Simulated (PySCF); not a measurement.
Name the molecule from its bond curve

A diatomic of charge +1 contains Sb. Its doublet curve at B3LYP in a double-zeta basis (scalar-relativistic core potentials, PySCF), in eV from the separated fragments:

R (Å), E (eV) and a bar:
```
    1.953     -1.757 ##############################
    2.044     -2.651 ##############
    2.135     -3.148 #####
    2.203     -3.333 #
    2.271     -3.399 
    2.339     -3.375 
    2.430     -3.242 ###
    2.543     -2.970 ########
    2.680     -2.559 ###############
    2.861     -1.968 ##########################
```

The fit gives ωe = 427 cm⁻¹ and the rotational constant Bₑ = 0.1191 cm⁻¹.

Which atom is the partner?

The minimum lies at 2.284 Å, so the reduced mass is 16.8576 u Å² cm⁻¹/(Bₑ·Re²) = 27.13 u. With Sb at 120.90 u the partner weighs about 35.0 u: Cl. The molecule is SbCl⁺.

Spin–orbit coupling is left out. The state is the lowest determinant that a PBE0 search found; another state may lie lower at other levels.
